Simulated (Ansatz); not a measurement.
Wavefunction ladder for CH6FNOSi, SMILES `NC[SiH](O)F`

Z-matrix (Å, degrees):
```
C
Si 1 1.881
N 1 1.469 2 108.8
H 1 1.095 2 105.4 3 -115.7
H 1 1.098 2 113.1 3 128.6
F 2 1.598 1 108.4 3 141.4
O 2 1.630 1 106.0 3 22.0
H 2 1.480 1 115.9 3 -100.6
H 3 1.013 1 110.9 2 76.9
H 3 1.012 1 111.1 2 -164.7
H 7 0.969 2 109.9 1 0.8
```

The species carries charge 0 and has multiplicity 1. Geometry: relaxed with PBE0-D4/def2-TZVP. It is one conformer, not always the lowest. Frozen core, restricted reference, the Gaussian-basis code of Ansatz. CBS rows extrapolate triple and quadruple zeta; past MP2 they add the triple-zeta difference.

```
     basis     HF (Eh)  MP2 corr.
  def2-SVP  -558.84783   -0.78147
def2-TZVPP  -559.29841   -1.00121
def2-QZVPP  -559.32106   -1.08202
```

Problem. Estimate the CCSD correlation energy and the (T) correction in each basis where they were run (hartree).

Solution. 
| basis | CCSD corr. | (T) |
| --- | --- | --- |
| def2-SVP | -0.82200 | -0.01818 |
| def2-TZVPP | -1.03139 | -0.03564 |
| CBS(def2) | -1.17206 | as TZ |
